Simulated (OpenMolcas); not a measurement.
Mn+, Tc+, Re+: d⁵ s down the group

```
Program             : OpenMolcas
Method              : CASSCF
Basis               : ANO-R2
Scalar Hamiltonian  : X2C, finite nucleus
Spin-orbit coupling : RASSI with atomic mean-field integrals over the reference wave functions, term energies averaged over their components
```

Active space for each ion: 6 electrons in 6 orbitals (d s).

Computed levels in cm-1 above ⁷S₃:

| Level | Mn+ | Tc+ | Re+ |
| --- | --- | --- | --- |
| ⁵G₄ | 33675 | 26796 | 26686 |
| ⁵G₅ | 33675 | 26852 | 27198 |
| ⁵G₃ | 33675 | 26732 | 26003 |
| ⁵G₆ | 33675 | 26883 | 27432 |
| ⁵G₂ | 33675 | 26676 | 25384 |
| weight of ⁷S in the lowest level (%) | 100 | 100 | 96 |

Mixed levels, with the weight of the term that names them: Re+ ⁵G₂ (50 %).

Measured, with the error of the calculation in %. Measured levels: Mn+, Re+ from NIST Handbook of Basic Atomic Spectroscopic Data.

```tsv
Level	Mn+	Re+
⁵G₄	27584 (+22.1)	20463 (+30.4)
⁵G₅	27571 (+22.1)	20976 (+29.7)
⁵G₃	27588 (+22.1)	19140 (+35.9)
⁵G₆	27547 (+22.2)	20782 (+32.0)
⁵G₂	27589 (+22.1)
```

Without spin-orbit coupling ⁵G lies 33661, 26773, 26412 cm-1 above ⁷S in that order; the difference to the level ⁵G₄, of either sign, comes from spin-orbit coupling, which also lowers the zero.

Without dynamic correlation excited terms often stand tens of per cent too high (terms of higher spin than the ground term too low), and those without a measured partner can miss by more than the paired ones. Terms from blocks run as CI alone lack orbitals of their own. No level of 3d⁶ was computed, though it lies in the active space (holds for Mn+). Configurations are named by rounded mean occupations; where the s occupation lies near a half they are strongly mixed, a name can repeat and a true partner stay unpaired (holds for Tc+). Measured partners are found by configuration, term and J. A level has none where our copy of the source lacks it or the pairing is in doubt (some pairs that miss far off the trend of their configuration count as doubtful), and it then counts in no deviation. Levels of configurations outside the active space are missing.
